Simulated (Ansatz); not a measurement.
Dissociation curve of SeH, doublet.

Method: full CI/aug-cc-pVDZ, cores with 3d frozen (Ansatz, a first-principles code).

### Question
Relative to R = 1.47 Å, what are the energies at R = 1.24, 1.65, 1.97, 3.27 Å?

### Answer
21.8 kcal/mol at 1.24 Å, 5.2 kcal/mol at 1.65 Å, 27.6 kcal/mol at 1.97 Å, 71.0 kcal/mol at 3.27 Å.
